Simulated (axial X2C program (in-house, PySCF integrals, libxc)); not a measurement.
**Testing model relations on AlHg**

A bond curve at the PBE0 level, with spin–orbit coupling, was computed with an axial X2C code built on PySCF integrals (basis Hg dyall-cv3z [13s14p9d6f4g], Al dyall-v3z [8s8p2d1f] (cores contracted in-house)) for the state Ω = 1/2 (⟨Sz⟩ = -0.45, ⟨Lz⟩ = 0.95 at PBE0). Its fit gives Re = 2.6898 Å, ωe = 167.7 cm⁻¹, ωexe = 1.82 cm⁻¹ and αe = 1.161e-03 cm⁻¹; the masses are 201.9706 and 26.9815 u. Two-component means X2C with spin–orbit coupling and atomic mean-field Coulomb and Gaunt terms.

**Question.** Find the reduced mass, Be and the force constant.

**Answer.** From the PBE0 values: μ = 23.8018 u. Be = 16.8576/(μ Re²) = 0.09789 cm⁻¹. k = 5.8918×10⁻⁷ μ ωe² = 0.394 mdyn/Å.

**Question.** Where do the fundamental and the first overtone lie?

**Answer.** ν(1←0) = ωe − 2ωexe = 164.1 cm⁻¹; ν(2←0) = 2ωe − 6ωexe = 324.5 cm⁻¹.

**Question.** A Morse curve ties αe to the other constants (Pekeris). How well does that hold?

**Answer.** αe(Morse) = 6Be²/ωe × (√(ωexe/Be) − 1) = 1.135e-03 cm⁻¹; the PBE0 curve gives 1.161e-03 cm⁻¹, a ratio of 0.98.

**Question.** Estimate the centrifugal constant by the Kratzer relation.

**Answer.** D = 4Be³/ωe² = 1.33e-07 cm⁻¹.

**Question.** Estimate De from a Morse curve and compare with the computed well depth of 0.361 eV to Hg + Al.

**Answer.** De(Morse) = ωe²/(4ωexe) = 0.479 eV against 0.361 eV computed, a ratio of 1.33. The extrapolation overshoots: the well softens faster than a Morse curve, or the lowest atomic limit lies below the one to which the curve heads.

The state is a single determinant with fixed occupations, the lowest that a limited PBE0 search found. De is counted from the lowest determinant-based energies of the atoms at the same level, without counterpoise correction. Density functionals use the spin component along the axis (collinear). The 2c atoms are single determinants rather than J levels; their spin–orbit lowering is only partly caught, and De is too large by that part. This holds for PBE0. Other states lie close and PBE0, whose exact exchange favours high spin, may order them wrongly; the determinant shown need not be the ground state. The nearest other 2c determinant of the search, Ω = 3/2, lies 0.14 eV up at the distance of the search. Without a current term, density functionals place determinants with orbital angular momentum somewhat too high. The atomic limit has a lower orbital projection than the molecule and lies lower at mean-field level, so De may be about a tenth of an eV too small.
